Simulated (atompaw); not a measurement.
## Logarithmic derivatives: vanadium (V), PAW (atompaw)

atompaw 4.2.0.5 input, output lines left out:

```
V 23
GGA-PBESOL scalarrelativistic loggrid 1500 logderivrange -7 5 301
4 4 3 0 0 0
4 1 0
3 2 3
0 0 0
c
c
v
v
c
v
v
v
2
2.50 2.10 1.75 1.40
n
n
y
0.1
n
custom rrkj gramschmidtortho gaussian
3 1 troulliermartins
1.40
2.50
1.10
2.50
2.50
2.50
```

The phase is arctan(r·u′/u) with u = r·R(r), unwrapped; energies in Ry, scanned from -7 to 5 Ry. A pole is an energy at which the radial function vanishes at the test radius. The pseudo phase is shifted by a multiple of π to meet the all-electron one at the reference energy, and phase errors are pseudo minus all-electron; the curves can meet again beyond the range given. Levels narrower than the energy grid can be missing from the lists of poles.

Task: For each channel, where are the poles, and over which energies does the pseudopotential scatter like the atom?

Result:

| channel | radius (bohr) | reference energy (Ry) | poles, all-electron | poles, pseudo | unbroken range about the reference energy with phases within 0.05 rad | phase error 1 Ry above the reference energy (rad) |
| --- | --- | --- | --- | --- | --- | --- |
| s | 2.51 | -0.35 | -5.12, 2.44 | -5.12, 2.06 | below 2.4 | -0.017 |
| p | 2.51 | -0.10 | -3.17, 3.40 | -3.17, 0.39, 4.89 | below 0.2 | -2.634 |
| d | 2.51 | -0.38 | -0.12, 4.88 | -0.12, 1.70 | below 0.8 | -0.014 |

Phases in the d channel:

```tsv
E (Ry)	all-electron	pseudo
-7.00	1.421	1.411
-6.52	1.416	1.405
-6.04	1.410	1.399
-5.56	1.403	1.391
-5.08	1.395	1.383
-4.60	1.386	1.374
-4.12	1.376	1.363
-3.64	1.363	1.350
-3.16	1.348	1.335
-2.68	1.328	1.315
-2.20	1.301	1.288
-1.72	1.259	1.247
-1.24	1.182	1.171
-0.76	0.917	0.908
-0.28	-1.339	-1.339
0.20	-1.750	-1.751
0.68	-1.903	-1.924
1.16	-2.092	-2.570
1.64	-2.496	-4.669
2.12	-3.445	-4.885
2.60	-4.158	-4.987
3.08	-4.425	-5.079
3.56	-4.552	-5.184
4.04	-4.627	-5.325
4.52	-4.680	-5.533
5.00	-4.723	-5.849
```
